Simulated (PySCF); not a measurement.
Simulated absorption spectrum

C₄H₁₂O₂P (charge +1).
SMILES with atom numbers: `[OH:1][CH2:2][CH2:3][CH2:4][PH2+:5][CH2:6][OH:7]` (hydrogens: H8 on O1; H9, H10 on C2; H11, H12 on C3; H13, H14 on C4; H15, H16 on P5; H17, H18 on C6; H19 on O7)

Method used: TDDFT CAM-B3LYP/def2-SVPD, vertical, gas phase, core orbitals frozen in the response (PySCF). Isolated species at its GFN2-xTB geometry (one conformer only).

Each state is given a Gaussian of 0.3 eV full width at half maximum, with ε(max) = 2.175×10⁸ f / Δν̃ (Δν̃ the width in cm⁻¹). The width is an assumption, not a result. The curve ends short of the highest state used, and states not computed would add to its high-energy end.

```
λ (nm)  ε (L mol⁻¹ cm⁻¹)
 153.6              2095
 154.4              1747
 155.2              1335
 156.0               963
 156.9               678
 157.7               569
 158.5               579
 159.3               668
 160.2               800
 161.0               898
 161.8               950
 162.6               949
 163.5               899
 164.3               830
 165.1               755
 166.0               669
 166.8               591
 167.6               509
 168.4               422
 169.3               323
 170.1               240
 170.9               168
 171.7               111
 172.6                64
 173.4                37
 174.2                20
 175.1                 9
 175.9                 5
 176.7                 2
 177.5                 1
```

Q: Where are the band maxima, and which computed states make them?

A: 162 nm (7.65 eV), ε about 960, made up of S1 (12%), S2 (64%) and S3 (24%) (ε in L mol⁻¹ cm⁻¹; maxima over ε = 5, shares over 10%). At its high-energy end, 8.07 eV, the curve is still rising (ε about 2100, from S4). The states used: S1 7.43 eV (f 0.0049); S2 7.66 eV (f 0.0069); S3 7.70 eV (f 0.0027); S4 8.12 eV (f 0.023); S5 8.20 eV (f 0.0033); S6 8.57 eV (f 0.0039); S7 8.61 eV (f 0.0035); S8 8.67 eV (f 0.0083).

Q: Does any computed singlet lie in the visible range?

A: No computed singlet lies in the visible range (380 to 750 nm); the lowest, at 167 nm, stands 4.17 eV above its violet end (3.26 eV).

Q: What would ε be at 7.65 eV, the highest of these maxima, with half the width (0.15 eV)?

A: About 1600 L mol⁻¹ cm⁻¹ against 956, a factor of about 1.7; a lone state at its own centre would give exactly 2.

Q: Coming from long wavelengths, where does ε first pass 100 L mol⁻¹ cm⁻¹?

A: At about 172 nm (7.21 eV), 0.22 eV below S1.
